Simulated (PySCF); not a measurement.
All values below come from PBE0-D3(BJ)/def2-TZVP run with PySCF 2.14.0. Gas-phase values, no solvent. One relaxed conformer stands for a flexible species; it need not be the lowest. Excitations are Tamm–Dancoff values on a coarser integration grid. The basis has no diffuse functions, so Rydberg states are missing or too high.

Reference species (SMILES): `C=[SiH]S` (C–Si–S–H torsion 1°) (neutral, multiplicity 1).

```json
{
 "T1 excitation (TDA)": "2.86 eV",
 "LUMO": "-0.86 eV",
 "HOMO–LUMO gap": "5.43 eV"
}
```

Changed species: `C=[SiH]OC` (C–Si–O–C torsion 0°) (X = methoxy; the reference has X = mercapto).

Question: Predict the effect on the T1 excitation (TDA), LUMO and HOMO–LUMO gap.

Answer: the T1 excitation (TDA) rises by 0.36 eV, to 3.22 eV; the LUMO rises by 0.58 eV, to -0.28 eV; the HOMO–LUMO gap increases by 0.44 eV, to 5.87 eV.
